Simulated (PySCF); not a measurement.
Computed with B3LYP-D3(BJ)/def2-TZVP (PySCF). Isolated molecules, 0 K electronic values unless said otherwise. B3LYP has the VWN-RPA correlation part, as in Gaussian. 

Reference species (SMILES): `[F][Ga]([F])[F]` (neutral, multiplicity 1).

| Quantity | Value |
|---|---|
| dipole moment | 0.00 D |

Changed species: `[F][GaH][F]` (whole molecule; the reference has whole molecule).

Question: Predict the effect on the dipole moment.

Answer: the dipole moment rises by 2.59 D, to 2.59 D.
